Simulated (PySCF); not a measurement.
Geometry (Å), atoms numbered from 1 in this order:
```xyz
16

Si   -2.5353    0.1500    0.1970
C    -0.9820   -0.0634   -0.9006
C     0.2707    0.3711   -0.1998
Cl    0.1184    2.0646    0.3523
C     1.0128   -0.5852    0.6641
C     2.3279    0.1186    0.6455
Cl    3.7560   -0.8585    0.9445
C     1.6079   -0.1137   -0.6404
H    -3.5772   -0.6990   -0.3845
H    -2.9679    1.5430    0.1967
H    -2.2000   -0.3030    1.5461
H    -0.8634   -1.1061   -1.1982
H    -1.0971    0.5179   -1.8165
H     0.7453   -1.5409    1.0615
H     2.4442    1.1136    1.0569
H     1.9319   -0.6000   -1.5360
```

Theory: σ from GIAO-PBE0/pcSseg-1, geometry: GFN2-xTB, in PySCF 2.14 (isolated molecule, non-relativistic Hamiltonian, rapidly exchanging positions averaged, one computed conformer).

References, each an isolated molecule treated in the same way: TMS for 13C (186.93 ppm), 1H (31.72 ppm), 29Si (349.16 ppm); 35Cl (949.78 ppm) vs HCl.

| atoms | nucleus | count | δ (ppm) |
| --- | --- | --- | --- |
| H15 | 1H | 1 | ? |
| H9/H10/H11 | 1H | 3 | ? |
| C5/C8 | 13C | 2 | 28.8 |
| Cl4 | 35Cl | 1 | 141 |
| H14/H16 | 1H | 2 | 2.38 |
| C6 | 13C | 1 | 51.6 |
| C3 | 13C | 1 | 74.7 |
| C2 | 13C | 1 | ? |
| Cl7 | 35Cl | 1 | 125 |
| Si1 | 29Si | 1 | -70.0 |
| H12/H13 | 1H | 2 | 1.37 |

Question: Estimate the values marked ?.

Answer: 
- C2: 21.9 ppm, sp3 CH2 bonded to Si
- H9/H10/H11: 4.01 ppm, hydrogen on a silicon bonded to C
- H15: 3.50 ppm, hydrogen on a three-membered-ring carbon; its carbon carries Cl, which withdraws density

Carbons that carry Cl, above all several Cl atoms, come out too deshielded, partly because spin–orbit coupling is missing. Shifts are as computed. Against solution values, carbons near 30 ppm lie about +3 ppm off and those near 130 ppm about +5 ppm; carbons on Cl a further +6 ppm. Of 1211 compounds with measured shifts, 218 miss one by over three times the rms of a fit or turn the order of signals round; such compounds aren't used in these exercises.
